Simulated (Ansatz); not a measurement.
Species: C3H9ClS3Si, net charge 0, singlet state. SMILES: S(C)[Si](SC)(Cl)SC
Geometry from a B3LYP-D3(BJ)/def2-TZVP (Ansatz, a program for electronic structure) optimisation:
```xyz
17

C      3.0445     0.1745     0.0691
S      1.6655     0.8067     1.1002
Si    -0.0071    -0.0186     0.0981
Cl     0.1408     0.3694    -1.9479
S     -0.0572    -2.1103     0.4226
C     -1.3438    -2.6251    -0.7790
S     -1.7806     0.8518     0.8596
C     -1.6623     2.5512     0.1795
H      2.9794     0.5763    -0.9387
H      3.0359    -0.9122     0.0426
H      3.9609     0.5193     0.5432
H     -1.4688    -3.6980    -0.6490
H     -2.2849    -2.1220    -0.5715
H     -1.0200    -2.4141    -1.7948
H     -1.6962     2.5280    -0.9066
H     -0.7501     3.0364     0.5176
H     -2.5251     3.0921     0.5622
```

Parts of the frozen-core correlation energy in cc-pV(D+d)Z (Ansatz, hartree). Frozen orbitals: 28; correlated occupied orbitals by spin: 25 and 25; virtual: 149 and 149. No spin-orbit coupling. No relativistic terms.

```json
[
 {"term": "reference (HF)", "value": "-2060.04121"},
 {"term": "MP2 opposite-spin", "value": "___"},
 {"term": "MP2 same-spin", "value": "___"},
 {"term": "CCSD correlation", "value": "___"},
 {"term": "(T)", "value": "-0.03810"},
 {"term": "T1 diagnostic", "value": "0.010"},
 {"term": "largest doubles amplitude", "value": "0.014"}
]
```

### Question
Fill in the missing entries.

### Answer

- MP2 opposite-spin, value: -0.80184
- MP2 same-spin, value: -0.26676
- CCSD correlation, value: -1.16767
